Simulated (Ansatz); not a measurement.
Species: C$_{5}$H$_{6}$, charge 0, singlet. C5H6 (ethynylcyclopropane, SMILES C#CC1CC1).
B3LYP-D3(BJ)/def2-TZVP minimum from Ansatz (a first-principles code):
```
C
H 1 1.0832
C 1 1.4328 2 114.73
C 3 1.2014 2 152.83 1 -180.00
H 4 1.0618 2 162.42 1 -180.00
C 1 1.5159 2 116.05 3 -146.70
H 6 1.0805 1 116.77 2 145.23
H 6 1.0812 7 115.00 1 142.92
C 6 1.4952 7 118.09 8 147.99
H 9 1.0805 6 118.09 7 0.00
H 9 1.0812 10 115.00 6 147.99
```
Charge 0, spin multiplicity 1.

Total energies in hartree (Ansatz). Radicals and triplets start from unrestricted determinants; spin-orbit coupling is neglected. Correlated methods leave the cores frozen. No relativity. For partners of very few electrons the exact lower level stands in for a higher one.

```csv
species,HF/cc-pVTZ,CCSD(T)/cc-pVTZ,HF/cc-pVQZ,CCSD(T)/cc-pVQZ,CCSD(T)/cc-pVDZ,CCSDT(Q)/cc-pVDZ
"1: C5H6 (ethynylcyclopropane, SMILES C(C1CC1)#C)",-192.79939,-193.67320,-192.81153,-193.72855,-193.47669,-193.47942
2: C (triplet),-37.69157,-37.78076,-37.69331,-37.78654,-37.76038,-37.76071
3: H (doublet),-0.49981,-0.49981,-0.49995,-0.49995,-0.49928,-0.49928
```

Q: Work out the atomisation energy (electronic, to ground-state atoms) in kcal/mol: take Hartree-Fock from cc-pVQZ, extrapolate the CCSD(T) correlation energy as X^-3 (X = 3, 4), and add CCSDT(Q) - CCSD(T) in cc-pVDZ. 1 hartree = 627.51 kcal/mol.

A: 
Species 1: correlation (64·(-0.91702) - 27·(-0.87381))/37 = -0.94855; step -0.00273; E1 = -192.81153 + (-0.94855) + (-0.00273) = -193.76281
Species 2: correlation (64·(-0.09323) - 27·(-0.08919))/37 = -0.09618; step -0.00033; E2 = -37.69331 + (-0.09618) + (-0.00033) = -37.78982
Species 3: correlation (64·(0.00000) - 27·(0.00000))/37 = 0.00000; step +0.00000; E3 = -0.49995 + (0.00000) + (+0.00000) = -0.49995
-1·E1 +5·E2 +6·E3 = 1.81401 hartree = 1138.3 kcal/mol.
